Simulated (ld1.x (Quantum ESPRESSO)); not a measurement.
Building the TM potential for carbon (PBE, scalar-relativistic).

The input file (ld1.x (Quantum ESPRESSO) 7.5):

```
&input
   title='C', zed=6., rel=1, dft='PBE', iswitch=3,
   config='[He] 2s2 2p2 3d-2',
   nld=3, rlderiv=3.40, eminld=-3.0, emaxld=5.0, deld=0.02
 /
 &inputp
   pseudotype=2, tm=.true., lloc=2,
   nlcc=.false.,
   file_pseudopw='C.UPF', file_wfcaegen='ae.wfc', file_wfcncgen='nc.wfc', file_beta='beta', file_chi='chi'
 /
3
2S  1  0   2.00   0.00  1.15  1.15  0.0
2P  2  1   2.00   0.00  3.15  3.15  0.0
3D  3  2  -2.00   0.50  2.40  2.40  0.0
 &test
   configts(1)='2s2 2p2'
 /
```

Command:

```bash
ld1.x < C.in > C.out
```

The program printed (shortened: banner, matrices, multipoles, cross overlaps and the repeated all-electron block are left out):

```
Program LD1 v.7.5
     --------------------------- All-electron run ----------------------------

     C
     scalar relativistic calculation

     atomic number is  6.00
     dft =PBE   lsd =0 sic =0 latt =0  beta=0.20 tr2=1.0E-14
     Exchange-correlation= PBE
                           (   1   4   3   4   0   0   0)
     mesh =1073 r(mesh) = 100.30751 a.u. xmin = -7.00 dx = 0.01250
     1 Ry =  13.60569312 eV, c = 137.03599908

     n l     nl                  e(Ry)          e(Ha)          e(eV)
     1 0     1S 1( 2.00)       -20.0931       -10.0465      -273.3801
     2 0     2S 1( 2.00)        -1.0107        -0.5053       -13.7509
     2 1     2P 1( 2.00)        -0.3885        -0.1942        -5.2856

     final scf error:  7.5E-15 reached in  29 iterations

     Etot =     -75.529949 Ry,     -37.764975 Ha,   -1027.637314 eV

     Ekin =      75.328024 Ry,      37.664012 Ha,    1024.889976 eV
     Encl =    -176.093472 Ry,     -88.046736 Ha,   -2395.873743 eV
     Eh   =      35.391585 Ry,      17.695793 Ha,     481.527051 eV
     Exc  =     -10.156087 Ry,      -5.078043 Ha,    -138.180598 eV

     normalization and overlap integrals

     s(1S/1S) =  1.000000  <r> =   0.2706  <r2> =    0.0993  r(max) =   0.1730
     s(2S/2S) =  1.000000  <r> =   1.5715  <r2> =    2.9912  r(max) =   1.2162
     s(2P/2P) =  1.000000  <r> =   1.7999  <r2> =    4.2589  r(max) =   1.2011

     ------------------------ End of All-electron run ------------------------

     --------------------- Generating NC pseudopotential ---------------------

      Generating local pot.: lloc=2, matching radius rcloc =   2.4000

      Wfc   2S  rcut= 1.143  Using Troullier-Martins method

      Wfc   2P  rcut= 3.184  Using Troullier-Martins method

     ------------------- End of pseudopotential generation -------------------

     Computing logarithmic derivative in   3.41102
     Computing logarithmic derivative in   3.41102
     Computing the partial wave expansion
     R is outside the sphere for l=    0 j= 0.00
     R is outside the sphere for l=    1 j= 0.00
       no projector for channel:   2

     ---------------------- Testing the pseudopotential ----------------------

     C
     scalar relativistic calculation

     atomic number is  6.00   valence charge is  4.00
     dft =PBE   lsd =0 sic =0 latt =0  beta=0.20 tr2=1.0E-14
     mesh =1073 r(mesh) = 100.30751 xmin = -7.00 dx = 0.01250

     n l     nl             e AE (Ry)        e PS (Ry)    De AE-PS (Ry)
     1 0     2S   1( 2.00)       -1.01067       -1.01068        0.00001
     2 1     2P   1( 2.00)       -0.38849       -0.38849        0.00000

     eps = 1.8E-17  iter =  6

     Etot =     -75.529949 Ry,     -37.764975 Ha,   -1027.637314 eV
     Etotps =   -10.472146 Ry,      -5.236073 Ha,    -142.480800 eV

     Ekin =       5.311511 Ry,       2.655755 Ha,      72.266788 eV
     Encl =     -21.301026 Ry,     -10.650513 Ha,    -289.815219 eV
     Ehrt =       8.476699 Ry,       4.238349 Ha,     115.331362 eV
     Ecxc =      -2.762745 Ry,      -1.381372 Ha,     -37.589058 eV
     Epseu=      -0.196585 Ry,      -0.098292 Ha,      -2.674673 eV

     ---------------------- End of pseudopotential test ----------------------
```

Generation and configuration tests took about 1.5 s on one core of a shared server CPU.

Transferability test of the new file with ld1.x, input:

```
&input
   title='C', zed=6., rel=1, dft='PBE', iswitch=2,
   config='[He] 2s2 2p2 3d-2'
 /
 &test
   file_pseudo='C.UPF', nconf=8,
   configts(1)='2s2 2p2',
   configts(2)='2s2 2p1',
   configts(3)='2s2 2p0',
   configts(4)='2s1 2p0',
   configts(5)='2s2 2p2.3',
   configts(6)='2s2 2p1.5',
   configts(7)='2s1 2p2',
   configts(8)='2s0 2p4'
 /
```

```bash
ld1.x < C.test.in > C.test.out
```

Pseudopotential blocks of its output, shortened (energy terms left out; the distinct warnings before each block abridged to one line each):

```
     ---------------------- Testing the pseudopotential ----------------------

     n l     nl             e AE (Ry)        e PS (Ry)    De AE-PS (Ry)
     1 0     2S   1( 2.00)       -1.01067       -1.01068        0.00001
     2 1     2P   1( 2.00)       -0.38849       -0.38849        0.00000

     eps = 7.1E-17  iter =  6

     Etot =     -75.529950 Ry,     -37.764975 Ha,   -1027.637315 eV
     Etotps =   -10.472146 Ry,      -5.236073 Ha,    -142.480801 eV

     ---------------------- End of pseudopotential test ----------------------

          Warning: n=2, l=1 expected 0 nodes, found 1
     ---------------------- Testing the pseudopotential ----------------------

     n l     nl             e AE (Ry)        e PS (Ry)    De AE-PS (Ry)
     1 0     2S   1( 2.00)       -1.89321       -1.87989       -0.01332  !
     2 1     2P   1( 1.00)       -1.24984       -1.21369       -0.03615  !

     eps = 3.9E-16  iter = 14

     Etot =     -74.731642 Ry,     -37.365821 Ha,   -1016.775790 eV
     Etotps =    -9.686523 Ry,      -4.843261 Ha,    -131.791857 eV
     dEtot_ae =       0.798307 Ry
     dEtot_ps =       0.785623 Ry,   Delta E=       0.012684 Ry

     ---------------------- End of pseudopotential test ----------------------

          ---------------------- Testing the pseudopotential ----------------------

     n l     nl             e AE (Ry)        e PS (Ry)    De AE-PS (Ry)
     1 0     2S   1( 2.00)       -2.96779       -2.88947       -0.07832  !
     2 1     2P   1( 0.00)       -2.33472       -2.17667       -0.15805  !

     eps = 2.0E-15  iter =  8

     Etot =     -72.956190 Ry,     -36.478095 Ha,    -992.619534 eV
     Etotps =    -7.999315 Ry,      -3.999658 Ha,    -108.836227 eV
     dEtot_ae =       2.573759 Ry
     dEtot_ps =       2.472831 Ry,   Delta E=       0.100929 Ry

     ---------------------- End of pseudopotential test ----------------------

          ---------------------- Testing the pseudopotential ----------------------

     n l     nl             e AE (Ry)        e PS (Ry)    De AE-PS (Ry)
     1 0     2S   1( 1.00)       -4.12371       -4.02219       -0.10152  !
     2 1     2P   1( 0.00)       -3.53554       -3.25552       -0.28002  !

     eps = 5.1E-16  iter = 12

     Etot =     -69.413985 Ry,     -34.706993 Ha,    -944.425378 eV
     Etotps =    -4.546379 Ry,      -2.273190 Ha,     -61.856640 eV
     dEtot_ae =       6.115964 Ry
     dEtot_ps =       5.925767 Ry,   Delta E=       0.190198 Ry

     ---------------------- End of pseudopotential test ----------------------

          ---------------------- Testing the pseudopotential ----------------------

     n l     nl             e AE (Ry)        e PS (Ry)    De AE-PS (Ry)
     1 0     2S   1( 2.00)       -0.79555       -0.79415       -0.00140
     2 1     2P   1( 2.30)       -0.18408       -0.18505        0.00097

     eps = 1.3E-15  iter = 10

     Etot =     -75.615089 Ry,     -37.807544 Ha,   -1028.795691 eV
     Etotps =   -10.557501 Ry,      -5.278751 Ha,    -143.642125 eV
     dEtot_ae =      -0.085139 Ry
     dEtot_ps =      -0.085356 Ry,   Delta E=       0.000217 Ry

     ---------------------- End of pseudopotential test ----------------------

          ---------------------- Testing the pseudopotential ----------------------

     n l     nl             e AE (Ry)        e PS (Ry)    De AE-PS (Ry)
     1 0     2S   1( 2.00)       -1.42412       -1.42214       -0.00198
     2 1     2P   1( 1.50)       -0.78795       -0.77794       -0.01002  !

     eps = 6.5E-15  iter =  9

     Etot =     -75.238653 Ry,     -37.619327 Ha,   -1023.674027 eV
     Etotps =   -10.182800 Ry,      -5.091400 Ha,    -138.544057 eV
     dEtot_ae =       0.291296 Ry
     dEtot_ps =       0.289345 Ry,   Delta E=       0.001951 Ry

     ---------------------- End of pseudopotential test ----------------------

          ---------------------- Testing the pseudopotential ----------------------

     n l     nl             e AE (Ry)        e PS (Ry)    De AE-PS (Ry)
     1 0     2S   1( 1.00)       -1.90007       -1.92653        0.02646  !
     2 1     2P   1( 2.00)       -1.25670       -1.25666       -0.00004

     eps = 5.7E-15  iter = 19

     Etot =     -74.088243 Ry,     -37.044121 Ha,   -1008.021894 eV
     Etotps =    -9.018385 Ry,      -4.509193 Ha,    -122.701384 eV
     dEtot_ae =       1.441707 Ry
     dEtot_ps =       1.453760 Ry,   Delta E=      -0.012053 Ry

     ---------------------- End of pseudopotential test ----------------------

          ---------------------- Testing the pseudopotential ----------------------

     n l     nl             e AE (Ry)        e PS (Ry)    De AE-PS (Ry)
     1 0     2S   1( 0.00)       -1.07284       -1.10446        0.03163  !
     2 1     2P   1( 4.00)       -0.44775       -0.46804        0.02029  !

     eps = 1.3E-15  iter = 13

     Etot =     -74.282291 Ry,     -37.141146 Ha,   -1010.662061 eV
     Etotps =    -9.213425 Ry,      -4.606712 Ha,    -125.355029 eV
     dEtot_ae =       1.247658 Ry
     dEtot_ps =       1.258721 Ry,   Delta E=      -0.011063 Ry

     ---------------------- End of pseudopotential test ----------------------
```
